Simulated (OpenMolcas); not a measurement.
Ni2+: ligand-field states by method

Ni2+ with its 6 nearest fluoride ions at 2.009 Å, on the Zn site of KZnF3 (a = 4.054 Å, distance in the model lattice 2.027 Å). The rest of the host is ab initio model potentials to 7.6 Å, with orthogonalisation functions on the cations behind the ligands, and point charges beyond; the distance is set by hand and nothing relaxes. Ligand basis ANO-RCC-VDZP.

```
Program             : OpenMolcas
Basis               : ANO-RCC-VDZP [5s4p2d1f]
Scalar Hamiltonian  : DKH2, point nucleus
Active space        : 8 electrons in 5 orbitals (3d)
State averaging     : 2S+1 = 3 even, 10 roots; 2S+1 = 1 even, 15 roots
Spin-orbit coupling : RASSI with atomic mean-field integrals over the reference wave functions
```

I. CASSCF
II. SS-CASPT2, IPEA 0.25 Eh, imaginary shift 0.1 Eh (closed shells correlated: 3s 3p and the ligand valence shells)

Spin-free states (labels of O, the rotations of Oh) in cm-1, each column counted from its own energy of the first state listed:

| State | Degeneracy | I | II |
| --- | --- | --- | --- |
| 3A2 | 1 | 0 | 0 |
| 3T2 | 3 | 6836 | 8650 |
| 3T1 | 3 | 11858 | 13740 |
| 1E | 2 | 18556 | 14720 |
| 1T2 | 3 | 24448 | 22530 |
| 3T1 | 3 | 27774 | 26370 |
| 1A1 | 1 | 29152 | 25610 |
| 1T1 | 3 | 31393 | 30340 |
| 1E | 2 | 35526 | 36220 |
| 1T2 | 3 | 36253 | 36620 |
| 1A1 | 1 | 69602 | 60930 |

From I to II, I's first state of the same spin (3T2) moves from 6836 to 8650 cm-1, by about +1800 cm-1.

From I to II, I's first state of another spin (1E) moves from 18556 to 14720 cm-1, by about -3800 cm-1.

I: A least-squares ligand-field fit to the states below 45000 cm-1, each weighted by its degeneracy and with a free common offset, gives 10Dq = 6696 cm-1, B = 1270 cm-1 and C = 4664 cm-1 (C/B = 3.67), with an rms deviation of 70 cm-1. 

χT at 300 K: I 1.45, II 1.36 cm3 K/mol.

Roots that are degenerate in the reference are averaged as groups; the widest CASPT2 spread within a group is 61 cm-1 (the 3-fold group of multiplicity 1 near 36600 cm-1 above the lowest state of its run, II). Shifts and gaps below about the spread of the groups concerned are not significant. Over all roots computed the reference weight is 0.73 to 0.74 in II; a low but even weight reflects the number of correlated electrons. Ligand-to-metal charge-transfer states are missing. Without dynamic correlation the repulsion within the d shell is too large (B by tens of per cent), so at a given field states of lower spin stand too high (holds for I). With no ligand orbital active B as a rule stays too high, so bands that hang on it stand too high and its fall with covalency is understated (holds for I). With metal d orbitals alone and no dynamic correlation 10Dq can be off by a tenth to a fifth, either way, in oxide and fluoride hosts (holds for I). A single d shell leaves out the double-shell effect, which counts most for late 3d ions, where the CASPT2 field can be off either way by tens of per cent (holds for II). These CASPT2 states fit no ligand-field parameters well, so their order and spin gaps are uncertain (holds for II). For late 3d ions with one d shell CASPT2 can put B and the spin-flip bands somewhat low as well as high (holds for II). With one d shell and no ligand orbital active, 10Dq can be off by tens of per cent for divalent 3d ions, low with halides held by bare charges and at times high in hosts, and the orbital part of g and χT goes as 1/10Dq (holds for II). Free-ion shares, where given, are those of the reference states; single-state CASPT2 does not remix them (holds for II). No measured value stands beside these numbers; the geometry was set by hand and not optimised.
